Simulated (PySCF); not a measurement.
BrPb (SMILES [Br][Pb+]), charge +1, singlet, geometry from GFN2-xTB (such geometries of metal compounds can be far from the true shape) (core potentials on Pb), with bond 1-2 at 1.6 times its length; CAMB3LYP/def2-SVP run with PySCF.

Input for PySCF:
```python
from pyscf import gto, scf, dft

mol = gto.Mole()
mol.atom = '''
    Pb    0.00000000    0.00000000   -2.22215582
    Br    0.00000000    0.00000000    1.73209864
'''
mol.basis = 'def2-svp'
mol.ecp = {'Pb': 'def2-svp'}
mol.charge = 1
mol.verbose = 4
mol.build()

mf = dft.RKS(mol)
mf.xc = 'camb3lyp'
mf = mf.newton()
mf.kernel()
mf.analyze()
```

Question: Write the output that PySCF gives for this input, abridged.

Answer: 
```
PySCF version 2.14.0

[INPUT] verbose = 4
[INPUT] num. atoms = 2
[INPUT] num. electrons = 56
[INPUT] charge = 1
[INPUT] spin (= nelec alpha-beta = 2S) = 0
[INPUT] symmetry False subgroup None
[INPUT] Mole.unit = angstrom
[INPUT] Symbol           X                Y                Z      unit          X                Y                Z       unit  Magmom
[INPUT]  1 Pb     0.000000000000   0.000000000000  -2.222155820000 AA    0.000000000000   0.000000000000  -4.199265905908 Bohr   0.0
[INPUT]  2 Br     0.000000000000   0.000000000000   1.732098640000 AA    0.000000000000   0.000000000000   3.273192050332 Bohr   0.0

nuclear repulsion = 103.04507626664
number of shells = 22
number of NR pGTOs = 135
number of NR cGTOs = 58
basis = def2-svp
ecp = {'Pb': 'def2-svp'}

******** <class 'pyscf.soscf.newton_ah.SecondOrderRKS'> ********
method = SecondOrderRKS
initial guess = minao
damping factor = 0
level_shift factor = 0
DIIS = <class 'pyscf.scf.diis.CDIIS'>
diis_start_cycle = 1
diis_space = 8
diis_damp = 0
SCF conv_tol = 1e-09
SCF conv_tol_grad = None
SCF max_cycles = 50
direct_scf = True
direct_scf_tol = 1e-13
XC library pyscf.dft.libxc version 7.1.2
    S. Lehtola, C. Steigemann, M. J. T. Oliveira, and M. A. L. Marques,  SoftwareX 7, 1–5 (2018)
XC functionals = camb3lyp
    T. Yanai, D. P. Tew, and N. C. Handy,  Chem. Phys. Lett. 393, 51 (2004)
radial grids:
    Treutler-Ahlrichs [JCP 102, 346 (1995); DOI:10.1063/1.469408] (M4) radial grids

becke partition: Becke, JCP 88, 2547 (1988); DOI:10.1063/1.454033
pruning grids: <function nwchem_prune>
grids dens level: 3
symmetrized grids: False
atomic radii adjust function: <function treutler_atomic_radii_adjust>
small_rho_cutoff = 0
******** <class 'pyscf.dft.rks.RKS'> Newton solver flags ********
SCF tol = 1e-09
conv_tol_grad = None
max. SCF cycles = 50
direct_scf = True
direct_scf_tol = 1e-13
max_cycle_inner = 12
max_stepsize = 0.05
ah_start_tol = 1e+09
ah_level_shift = 0
ah_conv_tol = 1e-12
ah_lindep = 1e-14
ah_start_cycle = 1
ah_max_cycle = 40
ah_grad_trust_region = 2.5
kf_interval = 4
kf_trust_region = 5
canonicalization = True
Set conv_tol_grad to 3.16228e-05
Initial guess from minao.
tot grids = 43656
  HOMO = -0.668961550337833  LUMO = -0.552372385609947  gap/eV = 3.17255
Initial guess E= -2759.81932396588  |g|= 2.47996
macro= 0  E= -2761.7195104037  delta_E= -1.90019  |g|= 2.72527  3 KF 15 JK
macro= 1  E= -2763.80176096406  delta_E= -2.08225  |g|= 2.26591  3 KF 15 JK
macro= 2  E= -2765.79638979718  delta_E= -1.99463  |g|= 1.46382  3 KF 15 JK
macro= 3  E= -2766.40965474659  delta_E= -0.613265  |g|= 0.416924  3 KF 16 JK
macro= 4  E= -2766.45482688234  delta_E= -0.0451721  |g|= 0.054448  3 KF 10 JK
macro= 5  E= -2766.45823077879  delta_E= -0.0034039  |g|= 0.0309316  2 KF 8 JK
macro= 6  E= -2766.4589742022  delta_E= -0.000743423  |g|= 0.00322234  3 KF 11 JK
macro= 7  E= -2766.45897882716  delta_E= -4.62495e-06  |g|= 9.19569e-05  2 KF 10 JK
macro= 8  E= -2766.45897882715  delta_E= 1.36424e-12  |g|= 3.88709e-06  1 KF 2 JK
Canonicalize SCF orbitals
macro X = 9  E=-2766.45897882715  |g|= 3.88709e-06  total 24 KF 112 JK
converged SCF energy = -2766.45897882715
**** SCF Summaries ****
Total Energy =                       -2766.458978827154169
Nuclear Repulsion Energy =             103.045076266639683
One-electron Energy =                -4113.054900029495911
Two-electron Energy =                 1243.550844935702344
Two-electron Coulomb Energy =         1350.673356568456029
DFT Exchange-Correlation Energy =     -107.122511632753614
HOMO-LUMO gap [eV] =                     3.172552767159869
**** MO energy ****
MO #1   energy= -482.969842390748  occ= 2
MO #2   energy= -62.6441037492895  occ= 2
MO #3   energy= -56.4789886033178  occ= 2
MO #4   energy= -56.4745905958759  occ= 2
MO #5   energy= -56.4745905958757  occ= 2
MO #6   energy= -8.87119062024291  occ= 2
MO #7   energy= -6.70728679632462  occ= 2
MO #8   energy= -6.69273443193632  occ= 2
MO #9   energy= -6.6927344319363   occ= 2
MO #10  energy= -5.91225528180558  occ= 2
MO #11  energy= -3.74930201284102  occ= 2
MO #12  energy= -3.74930201284099  occ= 2
MO #13  energy= -3.73837968783485  occ= 2
MO #14  energy= -2.82261670108437  occ= 2
MO #15  energy= -2.8188688841476   occ= 2
MO #16  energy= -2.81886888414759  occ= 2
MO #17  energy= -2.80752911719602  occ= 2
MO #18  energy= -2.80752417519914  occ= 2
MO #19  energy= -1.24991713170531  occ= 2
MO #20  energy= -1.24991162876903  occ= 2
MO #21  energy= -1.23978383469381  occ= 2
MO #22  energy= -1.23978383469381  occ= 2
MO #23  energy= -1.23645300409446  occ= 2
MO #24  energy= -0.927314226675577 occ= 2
MO #25  energy= -0.834071879320937 occ= 2
MO #26  energy= -0.462683526471599 occ= 2
MO #27  energy= -0.454259309220121 occ= 2
MO #28  energy= -0.454259309220106 occ= 2
MO #29  energy= -0.330021807719133 occ= 0
MO #30  energy= -0.330021807719124 occ= 0
MO #31  energy= -0.315151699489235 occ= 0
MO #32  energy= -0.0303745310148984 occ= 0
MO #33  energy= 0.038603867918373  occ= 0
MO #34  energy= 0.0386038679183784 occ= 0
MO #35  energy= 0.0616360167060375 occ= 0
MO #36  energy= 0.10268513051313   occ= 0

WARN: System has nonzero charge 1; the dipole moment is origin-dependent.
Location of origin: [0. 0. 0.]

Dipole moment(X, Y, Z, Debye): -0.00000,  0.00000, -14.38539
```
